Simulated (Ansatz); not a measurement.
Method: frozen-core CCSD(T)/cc-pVTZ // PBE0-D3(BJ)/def2-TZVP (Ansatz, a quantum-chemistry and plane-wave program).

Ansatz 0.2 input:
```yaml
crystal:
  periodic: [false, false, false]
  atoms:
    - { symbol: Si, position_ang: [2.013695, -1.279664, 0.084864] }
    - { symbol: Ga, position_ang: [-0.016029, 0.035476, -0.015163] }
    - { symbol: Si, position_ang: [-2.131515, -1.136108, 0.056485] }
    - { symbol: Si, position_ang: [0.105674, 2.445955, -0.158412] }
    - { symbol: H, position_ang: [2.07637, -1.980256, 1.400489] }
    - { symbol: H, position_ang: [2.010767, -2.325462, -0.977559] }
    - { symbol: H, position_ang: [3.258689, -0.476611, -0.062845] }
    - { symbol: H, position_ang: [-3.271919, -0.32397, -0.450325] }
    - { symbol: H, position_ang: [-2.090819, -2.410825, -0.71322] }
    - { symbol: H, position_ang: [-2.418945, -1.480601, 1.480135] }
    - { symbol: H, position_ang: [0.503598, 2.810157, -1.550041] }
    - { symbol: H, position_ang: [1.143249, 2.992981, 0.760537] }
    - { symbol: H, position_ang: [-1.184197, 3.127855, 0.137909] }
basis:
  gaussian: { orbitals: cc-pVTZ }
correlation:
  method: ccsd_t
```

Output:

```
Functional definition: HF
1576 factors; integrals over basis functions are off by at most 8.4e-4 eV
mean field evaluation 1: about -76062.9306 eV, gradient 1.8e1 eV
mean field evaluation 2: about -76063.0684 eV, gradient 1.9e1 eV
mean field evaluation 4: about -76065.3539 eV, gradient 3.4e0 eV
mean field evaluation 8: about -76065.3792 eV, gradient 1.2e-1 eV
mean field evaluation 16: about -76064.9046 eV, gradient 6.7e0 eV
mean field -76065.37933584 eV, -2795.3511316260 hartree, gradient 2.9e-6 eV, S^2 0.000000; 0 other end points of the search recorded, 0 dependent functions left out
24 core orbitals not correlated
reference -76065.37933584 eV, -2795.3511316260 hartree; 17, 17 occupied and 230, 230 virtual orbitals, 1576 factors
second order -14.77684201 eV of doubles, -0.00000000 eV of singles
cycle   1  -16.16713123 eV  change    -1.4e0 eV  update   1.2e-1
cycle   2  -16.83986751 eV  change   -6.7e-1 eV  update   3.7e-2
cycle   3  -16.93156562 eV  change   -9.2e-2 eV  update   1.6e-2
cycle   4  -16.92845326 eV  change    3.1e-3 eV  update   4.5e-3
cycle   5  -16.92566000 eV  change    2.8e-3 eV  update   1.3e-3
cycle   6  -16.92487612 eV  change    7.8e-4 eV  update   4.6e-4
cycle   7  -16.92491651 eV  change   -4.0e-5 eV  update   1.3e-4
cycle   8  -16.92496910 eV  change   -5.3e-5 eV  update   5.4e-5
cycle   9  -16.92496852 eV  change    5.8e-7 eV  update   2.1e-5
perturbative correction -0.67132257 eV, -0.0246706494 hartree
Total energy: -76082.97562692 eV, -2795.9977833963 hartree
```

Cost: very roughly 9 core-minutes.
